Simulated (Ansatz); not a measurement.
Species: chlorosilane, sum formula SiH$_{3}$Cl, net charge 0, singlet state. SMILES: [SiH3]Cl
Geometry: optimised at B3LYP-D3(BJ)/def2-TZVP (Ansatz, a program for electronic structure).

Wanted: vertical triplet-singlet gap (E(triplet) - E(singlet); each state is the SCF solution reached for its spin; the molecule has degenerate orbitals, so one determinant may break the symmetry; for the triplet T1 is 0.057), in kJ/mol. Correlated levels leave the core frozen unless marked. UHF or UKS for open shells. Spin-orbit coupling is left out. No relativistic terms. CBS(X,Y): correlation extrapolated as X^-3; Hartree-Fock from the larger set. The bracket is a focal-point correction in the basis named.

RI-MP2/CBS(aug-cc-pV(T+d)Z,aug-cc-pV(Q+d)Z)+[CCSD(T)-MP2]/aug-cc-pV(T+d)Z (Ansatz) gives 716.9 kJ/mol.

Task: Another calculation gave 704.3 kJ/mol. Which level was it?
A) wB97M-V/def2-TZVPD (Ansatz)
B) B3LYP/def2-TZVPD (Ansatz)
C) SVWN5/def2-TZVPD (Ansatz)
D) r2SCAN/def2-TZVPD (Ansatz)

Result: A, wB97M-V/def2-TZVPD (Ansatz). The others give 665.4 (B3LYP), 652.6 (r2SCAN), 615.7 (SVWN5) kJ/mol.
